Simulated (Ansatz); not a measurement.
Reaction (cleavage of the Al–Ge bond): `[Cl][AlH][GeH3]` + CH₃NH₂ → `C[NH][AlH][Cl]` + GeH₄

Program: Ansatz. Geometries: PBE0-D4/def2-TZVP. ΔE: electronic, gas phase. CBS: MP2 limit from def2 TZ/QZ plus the TZ coupled-cluster correction, frozen cores. DFT in def2-TZVPP. B3LYP here is the variant with VWN-RPA as its local correlation; programs differ in this. For Ge outer-core shells are correlated without core-valence functions, which leaves a few kJ/mol of doubt a bond. Scalar relativity is left out up to krypton. One conformer a species, not always the lowest.

`[Cl][AlH][GeH3]`:

```xyz
7

Cl    2.671   -0.752   -0.954
Al    0.918   -1.020    0.176
Ge   -0.818    0.721   -0.033
H     0.851   -2.318    1.074
H    -0.275    2.095    0.398
H    -1.290    0.856   -1.492
H    -2.056    0.418    0.831
```

CH₃NH₂:

```xyz
7

C     0.028    0.320    0.469
N     0.243   -0.358   -0.798
H    -0.905    0.060    0.989
H     0.029    1.400    0.307
H     0.858    0.098    1.144
H    -0.510   -0.157   -1.443
H     0.256   -1.362   -0.668
```

`C[NH][AlH][Cl]`:

Cartesian coordinates in Å:
```
C 0.426 1.034 0.640
N -0.559 0.052 0.236
Al -0.396 -1.311 -0.862
Cl 1.479 -1.619 -1.757
H 0.129 2.053 0.366
H 0.607 1.017 1.721
H 1.378 0.829 0.147
H -1.456 0.210 0.673
H -1.606 -2.265 -1.166
```

GeH₄:

Cartesian coordinates in Å:
```
Ge 0.000 0.000 0.000
H 0.309 0.490 1.420
H 0.721 -1.330 -0.250
H 0.483 1.042 -1.017
H -1.513 -0.202 -0.154
```

```
             level  ΔE (kJ/mol)  difference from CCSD(T)/CBS
            PBE-D4        -60.3                         10.4
            B97M-V        -78.8                         -8.1
          BHLYP-D4        -75.0                         -4.3
      CAM-B3LYP-D4        -78.9                         -8.2
           ωB97M-V        -74.2                         -3.5
            r2SCAN        -71.5                         -0.8
             B3LYP        -70.1                          0.6
         CAM-B3LYP        -77.3                         -6.6
RPA@PBE/def2-TZVPP        -72.6                         -1.9
       HF/def2-SVP        -79.9                         -9.2
     CCSD/def2-SVP        -79.7                         -9.0
     HF/def2-TZVPP        -76.0                         -5.3
    MP2/def2-QZVPP        -78.6                         -7.9
SCS-MP2/def2-QZVPP        -79.4                         -8.7
      HF/CBS(def2)        -77.5                         -6.8
     MP2/CBS(def2)        -77.0                         -6.3
       CCSD(T)/CBS        -70.7                            0
```

Largest T1 diagnostic among the species: 0.012.

From BLYP to BHLYP (50 % exact exchange), in def2-TZVPP and without D4, ΔE moves by −6.0 kJ/mol. At CCSD(T), def2-SVP lies −9.2 kJ/mol from the extrapolated value and def2-TZVPP −2.6 kJ/mol. Leaving LDA and LC-ωPBE aside and taking each functional with its dispersion term where it has one, the values spread over 18.6 kJ/mol, from CAM-B3LYP-D4 to PBE-D4. LDA lies −9.9 kJ/mol from PBE without D4.
